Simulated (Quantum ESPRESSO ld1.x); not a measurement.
Problem. These are the eigenvalues of the occupied orbitals of an atom or ion with whole-number occupations (hartree). Calculated with ld1.x of Quantum ESPRESSO 7.5: scalar-relativistic Kohn-Sham, LDA (Slater exchange, VWN5 correlation), spin-polarised, spherical densities, point nucleus.

1s up: -2768.50
1s down: -2768.49
2s up: -528.438
2s down: -528.277
2p up: -467.488
2p down: -467.352
3s up: -164.620
3s down: -164.509
3p up: -146.693
3p down: -146.576
3d up: -127.005
3d down: -126.857
4s up: -72.0146
4s down: -71.6273
4p up: -65.4735
4p down: -65.0919
4d up: -57.8183

Which element is it, and in what charge state? The configuration may be excited. Open shells, if any, are filled with parallel spins first.

Solution. Z = 76, osmium, charge +36: Os36+ in [Kr] 4d4. The list shows which subshells hold electrons but not how many an open one holds; the 1s level, -2768.5 hartree, gives Z - s = 74.4 by -(Z - s)^2/2, which with screening and relativity narrows Z to a few neighbours, and the depths of the outer levels then fix element, charge and occupations together.
